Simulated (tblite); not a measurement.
Record of a relaxation.

Species: C6H16B2Si.
SMILES with atom numbers: `[BH2:1][CH2:2][B:3]([CH2:4][CH:5]=[CH2:6])[SiH:7]([CH3:8])[CH3:9]` (hydrogens: H10, H11 on B1; H12, H13 on C2; H14, H15 on C4; H16 on C5; H17, H18 on C6; H19 on Si7; H20, H21, H22 on C8; H23, H24, H25 on C9)

Computed with GFN2-xTB (tblite), gas phase: L-BFGS steps from a force-field or distance-geometry start until the largest atomic force falls under 0.01 eV/Å. 4 of its 289 geometries are shown.

Step 0: E = -682.5548 eV, largest atomic force 2.954 eV/Å
```
atom  x, y, z in Å  |  force x, y, z in eV/Å
B1     -0.641    3.059    0.658    0.614   1.794   0.467
C2      0.666    2.342    0.203   -0.166  -0.827   0.032
B3      0.492    0.743    0.148    0.267   0.991  -0.090
C4      1.840   -0.034    0.010    0.449   1.047   1.117
C5      1.726   -1.503    0.039    1.251  -1.352  -2.310
C6      2.170   -2.166   -1.050   -0.247   0.247   0.712
Si7    -1.280    0.017    0.227   -0.296   0.800   0.331
C8     -1.435   -1.474    1.344   -1.192  -0.915   0.474
C9     -1.950   -0.543   -1.434   -0.876  -1.054   0.167
H10    -0.814    3.252    1.826   -0.165  -0.465  -0.467
H11    -1.104    3.903   -0.057   -0.224  -0.764   0.159
H12     0.934    2.618   -0.832    0.264   0.101   0.571
H13     1.509    2.489    0.911   -0.361   0.351  -0.681
H14     2.493    0.343    0.858   -0.357  -0.544  -0.702
H15     2.332    0.349   -0.914   -0.096  -0.592   0.523
H16     1.314   -2.103    0.839    0.024   0.608   0.169
H17     2.610   -1.625   -1.900   -0.286  -0.448   0.513
H18     2.130   -3.251   -1.125   -0.012   0.369  -0.065
H19    -2.217    1.042    0.780   -0.073  -0.033  -0.064
H20    -1.064   -2.351    0.784    0.021   0.330   0.757
H21    -2.538   -1.681    1.518    1.332   0.172   0.100
H22    -0.930   -1.311    2.316   -0.371  -0.522  -0.674
H23    -2.091    0.299   -2.116   -0.050  -0.616  -0.019
H24    -2.922   -1.090   -1.216    1.007   0.810  -0.703
H25    -1.244   -1.302   -1.808   -0.454   0.511  -0.318
```

Step 96: E = -683.3592 eV, largest atomic force 0.067 eV/Å
```
atom  x, y, z in Å  |  force x, y, z in eV/Å
B1     -0.328    3.258    0.840   -0.015   0.013  -0.034
C2      0.594    2.370   -0.057    0.026   0.018  -0.003
B3      0.472    0.813    0.226   -0.017  -0.003   0.004
C4      1.841    0.006    0.319   -0.017   0.008  -0.004
C5      1.718   -1.463    0.057    0.017  -0.001  -0.020
C6      1.910   -2.015   -1.129    0.008   0.012   0.005
Si7    -1.303   -0.050    0.255   -0.007   0.024   0.015
C8     -1.506   -1.582    1.386   -0.003   0.007  -0.017
C9     -1.718   -0.619   -1.528   -0.008  -0.010   0.004
H10     0.087    3.699    1.842   -0.009  -0.014   0.000
H11    -1.423    3.509    0.509    0.036  -0.029   0.048
H12     0.265    2.451   -1.099    0.023   0.008   0.034
H13     1.636    2.695   -0.008   -0.028  -0.027  -0.026
H14     2.244    0.159    1.327   -0.010  -0.007  -0.023
H15     2.578    0.432   -0.368   -0.001  -0.019   0.020
H16     1.424   -2.078    0.896   -0.019   0.030  -0.006
H17     2.215   -1.429   -1.981   -0.016   0.006  -0.012
H18     1.774   -3.069   -1.306    0.033  -0.012   0.035
H19    -2.423    0.841    0.655    0.018  -0.007   0.000
H20    -0.985   -2.447    0.987    0.007   0.018   0.003
H21    -2.552   -1.855    1.482   -0.001   0.003   0.006
H22    -1.126   -1.397    2.388   -0.005  -0.001  -0.023
H23    -1.727    0.223   -2.214   -0.010  -0.002  -0.003
H24    -2.693   -1.093   -1.575   -0.018  -0.006  -0.009
H25    -0.986   -1.333   -1.893    0.016  -0.007   0.006
```

Step 192: E = -683.4338 eV, largest atomic force 0.021 eV/Å
```
atom  x, y, z in Å  |  force x, y, z in eV/Å
B1      0.207    3.035    1.260   -0.015   0.003   0.003
C2      0.338    2.438   -0.181    0.000   0.007   0.003
B3      0.302    0.867    0.010    0.002  -0.003   0.001
C4      1.709    0.145    0.144    0.006   0.006   0.001
C5      1.706   -1.347    0.063    0.003   0.005   0.000
C6      2.255   -2.049   -0.912   -0.009   0.009   0.002
Si7    -1.450   -0.033    0.049   -0.013  -0.016  -0.005
C8     -1.673   -1.442    1.325    0.001  -0.006   0.005
C9     -1.797   -0.803   -1.671   -0.001  -0.007  -0.001
H10     1.157    3.374    1.853    0.000  -0.005  -0.010
H11    -0.845    3.114    1.765    0.012   0.001   0.007
H12    -0.521    2.745   -0.777    0.010  -0.005  -0.002
H13     1.253    2.766   -0.674    0.008   0.015   0.010
H14     2.091    0.434    1.133    0.000  -0.001  -0.013
H15     2.430    0.539   -0.578    0.001  -0.005   0.005
H16     1.200   -1.855    0.874    0.000  -0.005   0.003
H17     2.770   -1.575   -1.732   -0.001   0.004  -0.006
H18     2.215   -3.125   -0.937    0.000  -0.001   0.000
H19    -2.591    0.884    0.303    0.008   0.003  -0.007
H20    -1.129   -2.334    1.031   -0.006  -0.001  -0.001
H21    -2.718   -1.720    1.421    0.005   0.003   0.000
H22    -1.322   -1.152    2.312   -0.007   0.007   0.000
H23    -1.833   -0.042   -2.444   -0.002  -0.006   0.002
H24    -2.745   -1.331   -1.685    0.001  -0.001  -0.006
H25    -1.020   -1.511   -1.944   -0.002  -0.001   0.007
```

Step 288: E = -683.4568 eV, largest atomic force 0.010 eV/Å
```
atom  x, y, z in Å  |  force x, y, z in eV/Å
B1      0.126    2.683    1.707    0.002  -0.001  -0.007
C2      0.371    2.509    0.171   -0.002   0.009   0.004
B3      0.328    0.948   -0.085    0.000  -0.006  -0.004
C4      1.734    0.218   -0.174    0.003  -0.001  -0.002
C5      1.716   -1.276   -0.131   -0.005  -0.002   0.002
C6      2.057   -2.066   -1.133   -0.002   0.008   0.005
Si7    -1.415    0.035   -0.214   -0.005  -0.003  -0.001
C8     -1.791   -0.945    1.388    0.002  -0.004   0.000
C9     -1.557   -1.207   -1.662   -0.001   0.003   0.000
H10     1.031    2.788    2.442    0.000   0.003   0.005
H11    -0.963    2.679    2.134    0.002  -0.001   0.001
H12    -0.439    2.986   -0.382    0.004  -0.001  -0.003
H13     1.323    2.943   -0.135   -0.004  -0.004   0.002
H14     2.377    0.582    0.636    0.004  -0.002  -0.006
H15     2.224    0.534   -1.103    0.000   0.003   0.002
H16     1.386   -1.706    0.806    0.006  -0.001   0.001
H17     2.390   -1.670   -2.079    0.001  -0.004  -0.001
H18     2.018   -3.140   -1.057    0.000   0.000   0.001
H19    -2.569    0.956   -0.390   -0.001   0.002   0.001
H20    -1.136   -1.806    1.487    0.004   0.005   0.004
H21    -2.813   -1.312    1.399    0.000   0.004  -0.002
H22    -1.654   -0.322    2.268   -0.006  -0.006  -0.002
H23    -1.436   -0.713   -2.621    0.001   0.002   0.000
H24    -2.525   -1.697   -1.667    0.000  -0.003   0.000
H25    -0.795   -1.977   -1.593   -0.002   0.002  -0.002
```

Question: Summarise the path.

Answer: The energy falls by 87.03 kJ/mol from step 0 to step 288; nine tenths of that is first reached at step 105. It rises by more than 0.2 meV at step 132. The largest force goes from 2.954 to 0.010 eV/Å. Among the bonds B3–Si7 changes most, from 1.916 to 1.971 Å; the atoms move by 0.999 Å rms after alignment.

What follows is the cost of the whole relaxation. Hardware: one thread of an Arm Neoverse V2, no GPU, shared host with 96 logical CPUs at a one-minute load of 84. Cost: 2.6 s of wall time.
